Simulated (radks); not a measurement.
Results of a calculation; reference values are marked as such.
Ionisation of the nitrogen ion N+, [He] 2s2 2p2, to [He] 2s2 2p1 as the strength of local exchange is varied. Level of theory: Dirac Kohn-Sham, Slater X-alpha exchange (alpha = 2/3 is LDA exchange), no correlation, spin-unpolarised, spherical densities, finite nucleus; open shells are shared between the two j in proportion to 2j + 1; Fermi nuclear charge, rms radius 2.5582 fm (a radial shooting solver on a logarithmic mesh with Libxc functionals).

| alpha | E(N+) (hartree) | exchange (hartree) | IE (eV) | -e of the level emptied (eV) | <r> of it (bohr) |
|---|---|---|---|---|---|
| 0.637 | -52.90707 | -5.08275 | 26.963 | 18.911 (2p3/2) | 1.297 |
| 0.65 | -53.01087 | -5.19379 | 27.182 | 19.110 (2p3/2) | 1.293 |
| 0.667 | -53.14683 | -5.33943 | 27.471 | 19.371 (2p3/2) | 1.287 |
| 0.695 | -53.37132 | -5.58039 | 27.949 | 19.806 (2p3/2) | 1.278 |
| 0.715 | -53.53208 | -5.75333 | 28.293 | 20.119 (2p3/2) | 1.272 |
| 0.768 | -53.95976 | -6.21495 | 29.215 | 20.960 (2p3/2) | 1.255 |
| 0.96 | -55.52939 | -7.92760 | 32.678 | 24.142 (2p3/2) | 1.200 |

NIST Atomic Spectra Database: 29.601 eV (semi-empirical). The Delta-SCF value meets it near alpha = 0.79. Spin polarisation and multiplet splitting are left out, so open shells lie too high by an amount that depends on their filling.

Beside tabulated values, note that spin-unpolarised runs miss the spin-polarisation part of the exchange energy of open shells.
